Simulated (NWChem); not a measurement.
System: C$_{2}$H$_{6}$O$_{2}$Si; SMILES O=C(OC)[SiH3]

```xyz
11

C     -0.3952    -2.3068     0.0085
O     -0.7542    -0.9102    -0.0156
C      0.2833    -0.0402    -0.0149
O      1.4466    -0.3865     0.0000
Si    -0.2631     1.8075    -0.0018
H     -1.3398    -2.8507     0.0104
H      0.1854    -2.5365     0.9059
H      0.1970    -2.5638    -0.8736
H      0.5535     2.5149    -1.0168
H      0.0451     2.3409     1.3486
H     -1.7088     1.9671    -0.2940
```
Atoms are numbered in this order, from 1.

Structure relaxed at the B3LYP/6-31G* (spherical d) level.

Q: Give the principal values of the shielding tensors (ppm) of C1, O2, C3, O4, Si5 from B3LYP/6-31G* (spherical d), GIAO (NWChem), with their diamagnetic and paramagnetic parts as GIAO splits them.

A: 
| atom | σ11 | σ22 | σ33 | isotropic | diamagnetic | paramagnetic |
|---|---|---|---|---|---|---|
| C1 | 110.3 | 130.2 | 181.0 | 140.5 | 248.9 | -108.4 |
| O2 | -89.4 | 214.4 | 224.3 | 116.4 | 393.3 | -276.8 |
| C3 | -70.1 | 44.7 | 87.1 | 20.6 | 252.2 | -231.7 |
| O4 | -485.5 | -242.6 | 284.6 | -147.8 | 397.6 | -545.4 |
| Si5 | 443.0 | 476.0 | 494.2 | 471.1 | 882.8 | -411.7 |
